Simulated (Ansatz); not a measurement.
## Ansatz (development build ahead of 0.2.0) run

```yaml
crystal:
  periodic: [false, false, false]
  atoms:
    - { symbol: Li, position_ang: [0.0, 0.0, 0.0] }
    - { symbol: Be, position_ang: [1.34412, 1.79216, 3.88014] }
basis:
  gaussian: { orbitals: "6-31G" }
total_charge: 1
hamiltonian:
  xc: hf
correlation:
  method: fci
  frozen_orbitals: { Be: 0, Li: 0 }
```

The input is written out in the form of the current development build from the run's settings.

Output:

| Property | Result |
| --- | --- |
| Converged | yes |
| Total energy | -21.85388 hartree |
| State | lowest singlet root, of any spatial symmetry |
